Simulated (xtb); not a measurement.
Ru (SMILES [Ru]), quintet (GFN-xTB shapes and energies of metal compounds can be far from the true ones), atoms displaced at random by about 0.06 Å a coordinate; xtb with GFN2-xTB.

xtb was given this input:
```
$ xtb mol.xyz --gfn 2 --chrg 0 --uhf 4 --ohess --json

# file mol.xyz
1

Ru    -0.03859101     0.01981038    -0.12320395
```

### Question
Write the output that xtb gives for this input, abridged.

### Answer

```
   ID    Z sym.   atoms
    1   44 Ru     1

           -------------------------------------------------
          |                Calculation Setup                |
           -------------------------------------------------

           -------------------------------------------------
          |                 G F N 2 - x T B                 |
           -------------------------------------------------

          ...................................................
          :                      SETUP                      :
          :.................................................:
          :  # basis functions                  10          :
          :  # atomic orbitals                   9          :
          :  # shells                            3          :
          :  # electrons                         8          :
          :  max. iterations                   250          :
          :  Hamiltonian                  GFN2-xTB          :
          :  restarted?                      false          :
          :  GBSA solvation                  false          :
          :  PC potential                    false          :
          :  electronic temp.          300.0000000     K    :
          :  accuracy                    1.0000000          :
          :  -> integral cutoff          0.2500000E+02      :
          :  -> integral neglect         0.1000000E-07      :
          :  -> SCF convergence          0.1000000E-05 Eh   :
          :  -> wf. convergence          0.1000000E-03 e    :
          :  Broyden damping             0.4000000          :
          :  net charge                          0          :
          :  unpaired electrons                  4          :
          ...................................................

 iter      E             dE          RMSdq      gap      omega  full diag
   1     -2.8492051 -0.284921E+01  0.141E+01    2.03       2.0  T
   2     -2.8492051  0.266454E-14  0.113E+01    2.05       2.1  T
   3     -2.8492051  0.133227E-14  0.871E+00    2.13       2.1  T
   4     -2.8492051 -0.164313E-13  0.697E+00    2.20       2.2  T
   5     -2.8492051  0.444089E-14  0.558E+00    2.28       2.3  T
   6     -2.8492051  0.710543E-14  0.429E+00    2.36       2.4  T
   7     -2.8492051  0.000000E+00  0.343E+00    2.42       2.4  T
   8     -2.8492051 -0.222045E-14  0.275E+00    2.47       2.5  T
   9     -2.8492051  0.133227E-14  0.220E+00    2.51       2.5  T
[...]
 236     -2.8057781  0.124795E-01  0.336E+01    2.20       2.2  T
 237     -2.8075537 -0.177558E-02  0.338E+01    1.85       1.8  T
 238     -2.8147882 -0.723453E-02  0.290E+01    2.27       2.3  T
 239     -2.8032217  0.115665E-01  0.348E+01    1.94       1.9  T
 240     -2.8026926  0.529048E-03  0.356E+01    1.76       1.8  T
 241     -2.8182576 -0.155649E-01  0.280E+01    2.27       2.3  T
 242     -2.8057781  0.124795E-01  0.336E+01    2.20       2.2  T
 243     -2.8075537 -0.177558E-02  0.338E+01    1.85       1.8  T
 244     -2.8147882 -0.723453E-02  0.290E+01    2.27       2.3  T
 245     -2.8032217  0.115665E-01  0.348E+01    1.94       1.9  T
 246     -2.8026926  0.529048E-03  0.356E+01    1.76       1.8  T
 247     -2.8182576 -0.155649E-01  0.280E+01    2.27       2.3  T
 248     -2.8057781  0.124795E-01  0.336E+01    2.20       2.2  T
 249     -2.8075537 -0.177558E-02  0.338E+01    1.85       1.8  T
 250     -2.8147882 -0.723453E-02  0.290E+01    2.27       2.3  T

   *** convergence criteria cannot be satisfied within 250 iterations ***

         #    Occupation            Energy/Eh            Energy/eV
      -------------------------------------------------------------
         1        1.9148           -0.2463089              -6.7024
         2        1.8251           -0.2455277              -6.6811
         3        1.2446           -0.2429825              -6.6119
         4        1.0086           -0.2395473              -6.5184
         5        1.0068           -0.2393144              -6.5121
         6        1.0000           -0.0728637              -1.9827 (HOMO)
         7                          0.0106453               0.2897 (LUMO)
         8                          0.0278000               0.7565
         9                          0.0405102               1.1023
      -------------------------------------------------------------
                  HL-Gap            0.0835090 Eh            2.2724 eV
             Fermi-level           -0.1375814 Eh           -3.7438 eV
ERROR STOP

Error termination. Backtrace:

########################################################################
[ERROR] Program stopped due to fatal error
-3- Single point calculation terminated
-2- xtb_calculator_singlepoint: Electronic structure method terminated
-1- scf: Self consistent charge iterator did not converge
########################################################################

abnormal termination of xtb
```

Convergence was not reached.
